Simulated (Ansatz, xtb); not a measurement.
The molecule BeO-, multiplicity 2 (lowest of 2S+1 = 2, 4 at CCSD(T)/def2-TZVPP on PBE0 minima; our sources give no spin for the ground state, which may be another).

Constants: fifth-degree fit in 1/R to seven points, most abundant isotopes. In def2 and cc sets the state is the lowest found near the PBE0 minimum, followed along R.

Correlated levels freeze the inner cores; with def2 sets outer-core shells near the valence are correlated too. CBS: X⁻³ extrapolation of the correlation energy, Hartree–Fock from the larger set.

Programs: Ansatz (Gaussian basis) for Hartree–Fock, density functionals and correlated methods; xtb for the GFN methods. Values without a source in brackets are computed. The GFN methods have no spin term and hold the electronic entropy of 300 K.

**Question.** What bond length and harmonic frequency does GFN1-xTB give?

**Answer.** r_e = 1.360 Å, ω_e = 1393 cm⁻¹.

**Question.** What bond length and harmonic frequency does CCSD(T)/def2-TZVPP give?

**Answer.** r_e = 1.375 Å, ω_e = 1383 cm⁻¹.

**Question.** What bond length and harmonic frequency does CCSD(T)/CBS(aug-cc-pVTZ, aug-cc-pVQZ) give?

**Answer.** r_e = 1.370 Å, ω_e = 1389 cm⁻¹.

Ansatz is an electronic-structure program.
